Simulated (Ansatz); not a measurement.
## Worked example: a bond strength in CH2GeN (SMILES N#[C][GeH2])

CH2GeN has 5 atoms, charge 0, and is taken as a doublet. As SMILES, `N#[C][GeH2]`. The shape was relaxed beforehand at wB97X-V/def2-SVP.

```xyz
5

N     1.5942   -1.0322    1.3038
C     0.8451   -0.5393    0.5671
Ge   -0.3174    0.2432   -0.7497
H    -1.6617   -0.4928   -0.6945
H    -0.4101    1.7478   -0.4680
```

Wanted: the dissociation energy of the H4–Ge3 bond into doublet H and singlet CHGeN (shapes relaxed at wB97X-V/def2-SVP, no zero-point term). 1 Eh = 2625.50 kJ/mol = 27.2114 eV. Totals in Eh; open shells run unrestricted unless said.

| level | program | CH2GeN | doublet H | singlet CHGeN |
| --- | --- | --- | --- | --- |
| UHF/def2-TZVPP | Ansatz | -2168.844519 | -0.499810 | -2168.259132 |
| U-r2SCAN/def2-TZVPP | Ansatz | -2170.972272 | -0.499927 | -2170.372587 |
| UPBE0-D4/def2-TZVPP | Ansatz | -2170.660750 | -0.501036 | -2170.065045 |

Problem. Work out the dissociation energy at each level.

Solution. 
1. UHF/def2-TZVPP: (-0.499810) + (-2168.259132) − (-2168.844519) = 0.085577 Eh = 224.7 kJ/mol = 2.33 eV.
2. U-r2SCAN/def2-TZVPP: (-0.499927) + (-2170.372587) − (-2170.972272) = 0.099758 Eh = 261.9 kJ/mol = 2.71 eV.
3. UPBE0-D4/def2-TZVPP: (-0.501036) + (-2170.065045) − (-2170.660750) = 0.094669 Eh = 248.6 kJ/mol = 2.58 eV.

The levels span 225 to 262 kJ/mol; no measured value is set beside them. Hartree–Fock lacks the correlation of the bonding electrons, so it comes out low. A fragment with an even electron count was run as a singlet and may have a lower triplet. A bond enthalpy at 298 K also holds the loss of zero-point energy and thermal terms.
